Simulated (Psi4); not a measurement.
CHF₂, charge -1, singlet, geometry from GFN2-xTB (a gas-phase anion, which may not be bound at this level).

Psi4 was given this input:
```
memory 2 GB

molecule mol {
-1 1
C    -0.122049   -0.004221    0.645091
F    -0.023478    1.132899   -0.272100
F     0.003141   -1.130746   -0.281877
H     0.915325    0.005947    1.115243
}

set {
  basis aug-cc-pvdz
  reference rhf
}

energy('mp2')
print_variables()
```

Problem. What does this run give for the MP2 correlation energy, nuclear repulsion energy, total energy, number of basis functions?

Solution. 
```
Property                         Result
-------------------------  ------------
MP2 correlation energy       -0.5749 Eh
nuclear repulsion energy     65.4709 Eh
total energy               -237.8485 Eh
number of basis functions            78
```

A gas-phase anion may not be bound at this level; its values then depend on the basis.
